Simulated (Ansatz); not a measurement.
The same molecule with X = C, Si, Ge, Sn. Ansatz, PBE0-D4/def2-TZVP geometries, multiplicity 1. Each molecule was computed in one conformer, which needn't be the lowest.

Elements past krypton have def2 core potentials. Scalar relativity is left out up to krypton.

| X | molecule | mean X–F bond length / Å | mean X–H bond length / Å | mean X–O bond length / Å | ideal-gas entropy at 298 K and 1 bar (rigid rotor, harmonic PBE0-D4/def2-TZVP) / J/(mol·K) | HOMO–LUMO gap (ωB97M-V/def2-TZVPP) / eV | HOMO energy (ωB97M-V/def2-TZVPP) / eV |
| --- | --- | --- | --- | --- | --- | --- | --- |
| C | `OCF` | 1.381 | 1.094 | 1.370 | 257 | 14.02 | -11.58 |
| Si | `O[SiH2]F` | 1.596 | 1.478 | 1.630 | 276 | 13.54 | -11.63 |
| Ge | `[OH][GeH2][F]` | 1.738 | 1.530 | 1.761 | 291 | 13.60 | -11.65 |

Q: Give the row for X = Sn, `[OH][SnH2][F]`. (An estimate is asked.)

A: Computed: 
```
 X         molecule  mean X–F bond length / Å  mean X–H bond length / Å  mean X–O bond length / Å  ideal-gas entropy at 298 K and 1 bar (rigid rotor, harmonic PBE0-D4/def2-TZVP) / J/(mol·K)  HOMO–LUMO gap (ωB97M-V/def2-TZVPP) / eV  HOMO energy (ωB97M-V/def2-TZVPP) / eV
Sn  `[OH][SnH2][F]`                     1.922                     1.696                     1.948                                                                                         308                                    12.36                                 -11.37
```

From C to Sn the mean X–F bond length rises at each step, by 0.541 Å in all; the mean X–H bond length rises at each step, by 0.602 Å in all; the mean X–O bond length rises at each step, by 0.578 Å in all; the ideal-gas entropy at 298 K and 1 bar (rigid rotor, harmonic PBE0-D4/def2-TZVP) rises at each step, by 51 J/(mol·K) in all; the HOMO–LUMO gap (ωB97M-V/def2-TZVPP) isn't monotonic: highest at C, lowest at Sn; the HOMO energy (ωB97M-V/def2-TZVPP) isn't monotonic: highest at Sn, lowest at Ge. Bonds lengthen as the atom grows down the group.
